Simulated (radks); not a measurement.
Removal energies from the ruthenium ion Ru8+, [Kr], by Delta-SCF beside the eigenvalue of the level emptied. Method: scalar-relativistic Kohn-Sham, r2SCAN, spin-polarised, spherical densities, finite nucleus; meta-GGA in the generalised Kohn-Sham scheme; Fermi nuclear charge, rms radius of each element as measured or else 0.836 A^(1/3) + 0.57 fm; computed with a radial shooting solver on a logarithmic mesh with Libxc functionals. Open shells are filled with parallel spins first.

| removed from | final configuration | Delta-SCF (eV) | -eigenvalue (eV) |
|---|---|---|---|
| 4p | [Ar] 3d10 4s2 4p5 | 180.26 | 170.20 |
| 4s | [Ar] 3d10 4s1 4p6 | 214.20 | 203.62 |
| 3d | [Ar] 3d9 4s2 4p6 | 435.04 | 412.02 |
| 3p | [Ne] 3s2 3p5 3d10 4s2 4p6 | 611.06 | 589.42 |
